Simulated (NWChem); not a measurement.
Molecule: C2H4FNOSi; SMILES N#CC[Si@@H](O)F

```xyz
10

N     -0.2714    -2.9655    -0.3057
C      0.2200    -1.9770     0.0886
C      0.7979    -0.7201     0.5314
Si    -0.0237     0.7731    -0.2884
O     -1.5114     0.9235     0.4305
F      0.9251     2.0598     0.0672
H      0.6861    -0.6088     1.6316
H      1.8855    -0.6971     0.3059
H     -0.0878     0.6700    -1.7778
H     -2.1546     1.5197     0.0101
```
Atoms are numbered in this order, from 1.

All runs: NWChem. Pople sets run with spherical d functions. All runs use the structure optimised with PBE-D3(BJ)/def2-SVP. Atomic charges in e: unrestrained fits to the electrostatic potential beside Mulliken populations; buried atoms are poorly determined by the fit.

For level Hartree-Fock/6-31G*:

```
Item          Value
------------  -----
Mulliken N1   -0.41
Mulliken C2    0.28
Mulliken C3   -0.70
ESP Si4        1.11
Mulliken Si4   1.41
ESP O5        -0.78
Mulliken O5   -0.88
```

Q: Estimate the same quantities for level B3LYP/def2-SVP.

A: The Mulliken N1 is 0.03, the Mulliken C2 is -0.24 and the Mulliken C3 is -0.19. The ESP Si4 comes out as 0.95 and the Mulliken Si4 is 0.85. The ESP O5 is -0.67 and the Mulliken O5 is -0.38.
